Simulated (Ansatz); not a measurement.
Total energies of (FSi)4CH26 adamantane (C6H12F4Si4) from Ansatz at PBE0-D4/def2-SVP, gas phase (1 Eh = 27.2114 eV = 2625.5 kJ/mol). The reference geometry is relaxed at PBE0-D4/def2-SVP.

```xyz
26

Si    1.6888    0.8031    0.1744
F     3.1568    1.5011    0.3260
C     0.5153    1.9767   -0.6887
Si   -1.1703    1.1855   -0.8675
F    -2.1876    2.2159   -1.6215
C    -1.0070   -0.3879   -1.8662
Si    0.1573   -1.5756   -1.0100
F     0.2940   -2.9453   -1.8878
C     1.8350   -0.7678   -0.8307
C    -0.5153   -1.9766    0.6889
Si   -0.6758   -0.4129    1.7030
F    -1.2633   -0.7717    3.1833
C     1.0070    0.3877    1.8662
C    -1.8351    0.7680    0.8305
H     0.9133    2.2389   -1.6845
H     0.4298    2.9131   -0.1104
H    -1.9982   -0.8581   -1.9885
H    -0.6264   -0.1528   -2.8754
H     2.5350   -1.4643   -0.3372
H     2.2477   -0.5368   -1.8283
H    -1.5009   -2.4650    0.5956
H     0.1579   -2.6867    1.2000
H     0.9274    1.3061    2.4735
H     1.6974   -0.2958    2.3904
H    -2.8357    0.3107    0.7388
H    -1.9472    1.6908    1.4259
```

```json
{"state": "charge 0 singlet", "geometry": "reference", "energy (Eh)": "-1791.67210"}
{"state": "charge 1 doublet", "geometry": "reference", "energy (Eh)": "-1791.29565"}
{"state": "charge 1 doublet", "geometry": "relaxed at PBE0-D4/def2-SVP", "energy (Eh)": "-1791.31244"}
{"state": "free Si atom (triplet)", "geometry": "–", "energy (Eh)": "-289.15194"}
{"state": "free F atom (doublet)", "geometry": "–", "energy (Eh)": "-99.54906"}
{"state": "free C atom (triplet)", "geometry": "–", "energy (Eh)": "-37.76066"}
{"state": "free H atom (doublet)", "geometry": "–", "energy (Eh)": "-0.50029"}
```

Question: Work out the vertical ionisation energy to the doublet.

Answer: E(charge 1 doublet) − E(charge 0 singlet) = -1791.29565 − (-1791.67210) = 0.37645 Eh = 10.24 eV. For comparison, −ε of the highest occupied level is 8.62 eV at this level, 1.62 eV less.

Question: How much does the charge 1 doublet relax, and what is the adiabatic ionisation energy?

Answer: Relaxation: -1791.29565 − (-1791.31244) = 0.01679 Eh = 0.46 eV. Adiabatic ionisation energy: 0.35966 Eh = 9.79 eV, without zero-point energy. 

Question: What is the binding energy per atom against free atoms?

Answer: Atoms: 4 × (-289.15194) + 4 × (-99.54906) + 6 × (-37.76066) + 12 × (-0.50029) = -1787.37144 Eh. Binding: -1787.37144 − (-1791.67210) = 4.30066 Eh = 117.03 eV, or 4.50 eV for each of 26 atoms (no zero-point energy, no counterpoise term).
